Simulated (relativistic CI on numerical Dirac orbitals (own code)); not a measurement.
# Crystal-field levels of Ta³⁺, 5d2

Calculated by Dirac-Coulomb-Breit CI, separate exchange-only KLI orbitals for each configuration, a model potential for QED, valence Slater integrals scaled by 0.9, one configuration in a parametric crystal field (own radial code). With so little scaling, terms lie 10 to 35 % too far apart, which can change the order of excited levels.

Field parameters in Wybourne normalisation: D3d B²₀ = −7Dσ, B⁴₀ = −14Dq − 21Dτ, B⁴₃ = −14√(10/7) Dq. The field is a parameter set, without covalency.

S is read from ⟨S²⟩ = S(S + 1).

Levels (cm⁻¹, degeneracy): 0 (2), 591 (2), 1000 (1), 2673 (1), 4331 (2), 4985 (1), 9602 (1), 11148 (2), 13568 (2), 24269 (1), 24373 (1), 24741 (1).

Problem. Which field gives this pattern?
A. D3d, 10Dq = 24200, Dσ = 550, Dτ = 90 cm⁻¹
B. D3d, 10Dq = 24200, Dσ = 980, Dτ = 90 cm⁻¹
C. D3d, 10Dq = 24200, Dσ = 110, Dτ = 90 cm⁻¹
D. D3d, 10Dq = 24200, Dσ = 760, Dτ = 90 cm⁻¹

Solution. D. D3d, 10Dq = 24200, Dσ = 760, Dτ = 90 cm⁻¹, ground level with S = 0.99.
